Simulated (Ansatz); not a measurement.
# Abstraction of F: CH7FSi2 + C3H4B → CH7Si2 + C3H4BF

Species: CH7FSi2 `F[SiH2]C[SiH3]`, singlet; C3H4B `C#C[B]C`, doublet; CH7Si2 `[SiH2]C[SiH3]`, doublet; C3H4BF `C#CB(C)F`, singlet. A radical takes F: the energy is the difference in strength between the Si–F bond broken and the B–F bond made.

Shapes, held fixed at every level: PBE0-D4/def2-TZVP. Flexible molecules stand in one conformer, not always the lowest. Programs: Ansatz 0.2.0. Electronic energies: no zero-point or thermal term.

```
               level                    kind  ΔE (kJ/mol)
       HF/def2-TZVPP            Hartree–Fock        -36.3
   PBE-D4/def2-TZVPP                     GGA        -44.8
r2SCAN-D4/def2-TZVPP                meta-GGA        -34.1
  PBE0-D4/def2-TZVPP           global hybrid        -46.1
  wB97M-V/def2-TZVPP  range-separated hybrid        -44.5
  wB97X-V/def2-TZVPP  range-separated hybrid        -44.7
   B2PLYP/def2-TZVPP           double hybrid        -43.1
```

B2PLYP/def2-TZVPP gives ΔE = -43.1 kJ/mol; the levels span -46.1 to -34.1. The median of the levels is -44.5. No measured value is set beside it here. Spin contamination: C3H4B (⟨S²⟩ up to 0.91). Open shells run unrestricted unless RO is named.
